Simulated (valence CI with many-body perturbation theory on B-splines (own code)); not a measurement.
Lu50+: E2, M1 decay

Method: configuration interaction combined with many-body perturbation theory (CI+MBPT): three valence electrons over a frozen Dirac-Fock core [Ar], a basis of 9 s, 9 p, 10 d, 8 f, 5 g, 3 h, 1 i functions for each j, with the one-electron correlation potential Σ1, the two-electron term Σ2, the three-electron term Σ3, Breit, model QED; selected CI, second order for the rest (own B-spline code, finite nucleus).

No measured spectrum was set against this ion. As an estimate, large intervals hold to a few tenths of a per cent, small ones and those within an open d or f shell to about a per cent. Only levels of the ground parity were solved; by the run's estimate the other parity begins above the list, which can be wrong where configurations are misplaced.

Lines 1 to 50 of 53 in falling wavelength, among levels below 1699300 cm⁻¹, chosen from the decays that carry over 1 % of a level's rate. Wavelengths and rates use the calculated energies. Electric multipoles are in the length gauge, E1 and E2 with the static RPA response of the core. Weak lines are less certain than strong ones. Lines between different terms over intervals too small for the method are left out, as are lines whose strength nearly cancels. The highest levels of a list are the least certain. Branching is blank where the lifetime is uncertain.

Levels are named by their leading jj configuration (3d3/2^4 stands for four electrons in 3d with j = 3/2), which in mixed levels can hold well under half, so a name can repeat and another be missing. Letters in brackets count levels of one name in rising energy.

```csv
λ vac (Å),Upper,Lower,Type,A (s⁻¹),Branch %
1308,(3d3/2^2 3d5/2) J=7/2,(3d3/2^2 3d5/2) J=5/2 [a],M1,5.71e+03,96.9
1289,(3d3/2^2 3d5/2) J=9/2,(3d3/2^2 3d5/2) J=5/2 [a],E2,5.00e-04,
553.0,(3d3/2 3d5/2^2) J=7/2 [b],(3d3/2 3d5/2^2) J=7/2 [a],M1,1.33e+04,1.3
531.4,(3d3/2^2 3d5/2) J=5/2 [b],(3d3/2^2 3d5/2) J=7/2,M1,7.42e+03,3.5
464.3,(3d3/2^2 3d5/2) J=5/2 [b],(3d3/2^2 3d5/2) J=3/2,M1,3.20e+04,15.0
428.1,(3d3/2 3d5/2^2) J=3/2 [b],(3d3/2 3d5/2^2) J=1/2,M1,2.80e+04,1.3
390.7,(3d3/2 3d5/2^2) J=3/2 [b],(3d3/2 3d5/2^2) J=3/2 [a],M1,4.48e+04,2.1
377.9,(3d3/2^2 3d5/2) J=5/2 [b],(3d3/2^2 3d5/2) J=5/2 [a],M1,1.05e+04,4.9
329.5,(3d3/2 3d5/2^2) J=3/2 [a],(3d3/2^2 3d5/2) J=5/2 [b],M1,5.96e+04,1.5
326.7,(3d5/2^3) J=3/2,(3d3/2 3d5/2^2) J=3/2 [b],M1,1.05e+05,2.5
293.5,(3d3/2 3d5/2^2) J=5/2 [a],(3d3/2^2 3d5/2) J=5/2 [b],M1,3.38e+05,16.2
260.6,(3d5/2^3) J=5/2,(3d3/2 3d5/2^2) J=3/2 [b],M1,2.19e+05,4.2
247.7,(3d3/2 3d5/2^2) J=5/2 [b],(3d3/2^2 3d5/2) J=5/2 [b],M1,6.22e+05,46.9
243.8,(3d3/2 3d5/2^2) J=7/2 [b],(3d3/2^2 3d5/2) J=5/2 [b],M1,1.32e+05,12.6
239.5,(3d3/2 3d5/2^2) J=7/2 [a],(3d3/2^2 3d5/2) J=7/2,M1,6.58e+05,19.4
238.8,(3d5/2^3) J=9/2,(3d3/2 3d5/2^2) J=11/2,M1,1.43e+05,3.5
234.7,(3d3/2^2 3d5/2) J=5/2 [a],(3d3/2^3) J=3/2,M1,1.85e+06,100.0
221.9,(3d3/2 3d5/2^2) J=9/2,(3d3/2^2 3d5/2) J=9/2,M1,1.26e+06,63.5
221.3,(3d3/2 3d5/2^2) J=9/2,(3d3/2^2 3d5/2) J=7/2,M1,7.24e+05,36.4
216.5,(3d5/2^3) J=3/2,(3d3/2 3d5/2^2) J=5/2 [b],M1,9.46e+04,2.2
210.3,(3d3/2^2 3d5/2) J=3/2,(3d3/2^3) J=3/2,M1,1.51e+06,99.9
209.1,(3d3/2 3d5/2^2) J=3/2 [a],(3d3/2^2 3d5/2) J=1/2,M1,4.24e+05,10.4
203.0,(3d5/2^3) J=9/2,(3d3/2 3d5/2^2) J=9/2,M1,1.62e+06,40.2
202.4,(3d3/2 3d5/2^2) J=7/2 [a],(3d3/2^2 3d5/2) J=5/2 [a],M1,2.72e+06,80.5
199.7,(3d3/2 3d5/2^2) J=1/2,(3d3/2^2 3d5/2) J=1/2,M1,2.46e+06,93.9
199.0,(3d3/2^2 3d5/2) J=7/2,(3d3/2^3) J=3/2,E2,1.84e+02,3.1
193.8,(3d3/2^2 3d5/2) J=1/2,(3d3/2^3) J=3/2,M1,5.63e+05,99.6
192.7,(3d3/2 3d5/2^2) J=3/2 [a],(3d3/2^2 3d5/2) J=3/2,M1,2.45e+06,60.0
190.7,(3d3/2 3d5/2^2) J=11/2,(3d3/2^2 3d5/2) J=9/2,M1,7.96e+05,99.7
190.6,(3d5/2^3) J=3/2,(3d3/2 3d5/2^2) J=5/2 [a],M1,1.45e+06,34.2
189.8,(3d5/2^3) J=9/2,(3d3/2 3d5/2^2) J=7/2 [a],M1,2.24e+06,55.6
189.1,(3d3/2 3d5/2^2) J=5/2 [a],(3d3/2^2 3d5/2) J=7/2,M1,1.22e+05,5.8
187.6,(3d5/2^3) J=5/2,(3d3/2 3d5/2^2) J=7/2 [b],M1,5.33e+05,10.1
185.4,(3d5/2^3) J=5/2,(3d3/2 3d5/2^2) J=5/2 [b],M1,9.35e+05,17.7
185.3,(3d5/2^3) J=3/2,(3d3/2 3d5/2^2) J=1/2,M1,1.01e+06,23.9
184.8,(3d3/2 3d5/2^2) J=1/2,(3d3/2^2 3d5/2) J=3/2,M1,1.48e+05,5.7
179.8,(3d3/2 3d5/2^2) J=5/2 [a],(3d3/2^2 3d5/2) J=3/2,M1,1.38e+06,65.9
178.8,(3d3/2 3d5/2^2) J=3/2 [b],(3d3/2^2 3d5/2) J=5/2 [b],M1,1.37e+06,64.8
177.9,(3d5/2^3) J=3/2,(3d3/2 3d5/2^2) J=3/2 [a],M1,1.56e+06,36.8
176.0,(3d3/2 3d5/2^2) J=3/2 [a],(3d3/2^2 3d5/2) J=5/2 [a],M1,1.13e+06,27.7
169.0,(3d3/2 3d5/2^2) J=5/2 [b],(3d3/2^2 3d5/2) J=7/2,M1,6.34e+05,47.8
167.4,(3d3/2 3d5/2^2) J=7/2 [b],(3d3/2^2 3d5/2) J=9/2,M1,3.86e+05,36.7
167.1,(3d3/2 3d5/2^2) J=7/2 [b],(3d3/2^2 3d5/2) J=7/2,M1,4.20e+05,39.8
166.0,(3d5/2^3) J=5/2,(3d3/2 3d5/2^2) J=5/2 [a],M1,1.18e+06,22.5
165.2,(3d3/2 3d5/2^2) J=5/2 [a],(3d3/2^2 3d5/2) J=5/2 [a],M1,2.40e+05,11.5
156.3,(3d5/2^3) J=5/2,(3d3/2 3d5/2^2) J=3/2 [a],M1,1.55e+06,29.4
149.6,(3d3/2 3d5/2^2) J=5/2 [b],(3d3/2^2 3d5/2) J=5/2 [a],M1,4.51e+04,3.4
148.2,(3d3/2 3d5/2^2) J=7/2 [b],(3d3/2^2 3d5/2) J=5/2 [a],M1,9.65e+04,9.2
144.8,(3d3/2^2 3d5/2) J=5/2 [b],(3d3/2^3) J=3/2,M1,1.63e+05,76.4
140.1,(3d5/2^3) J=5/2,(3d3/2 3d5/2^2) J=7/2 [a],M1,8.09e+05,15.3
```
